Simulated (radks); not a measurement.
Dipole-allowed excitations along the series with 11 electrons in [Ne] 3s1. Method: scalar-relativistic Kohn-Sham, LB94 model potential, spin-polarised, spherical densities, finite nucleus; open shells are filled with parallel spins first; Fermi nuclear charge, rms radius of each element as measured or else 0.836 A^(1/3) + 0.57 fm; computed with a radial shooting solver on a logarithmic mesh with Libxc functionals. Time-dependent linear response with the Hartree and adiabatic LDA kernel, continuum included through the Sternheimer equations, no spin-orbit coupling, so fine structure and intercombination lines are absent. Lines are the poles of the dipole polarisability below minus the highest occupied eigenvalue, found on a grid refined at the orbital gaps; the lowest seven at most are given, and weak or close lines can be missed. The first line takes the name of the lowest orbital gap if no other gap lies below it; otherwise a line is named after a gap within 0.6 % of it, if that gap stands alone.

| species | -e(HOMO) (eV) | lowest orbital gap (eV) | first line (eV) | f | static alpha (bohr^3) |
|---|---|---|---|---|---|
| Cl6+ | 116.16 | 3s-3p 14.905 | 15.979 (3s-3p) | 0.566 | 1.729 |
| Ar7+ | 145.64 | 3s-3p 16.952 | 18.169 (3s-3p) | 0.528 | 1.250 |
| K8+ | 178.22 | 3s-3p 19.019 | 20.379 (3s-3p) | 0.496 | 0.9328 |
| Ca9+ | 213.89 | 3s-3p 21.110 | 22.612 (3s-3p) | 0.468 | 0.7146 |
| Sc10+ | 252.67 | 3s-3p 23.232 | 24.874 (3s-3p) | 0.443 | 0.5592 |
| Ti11+ | 294.56 | 3s-3p 25.388 | 27.172 (3s-3p) | 0.422 | 0.4455 |
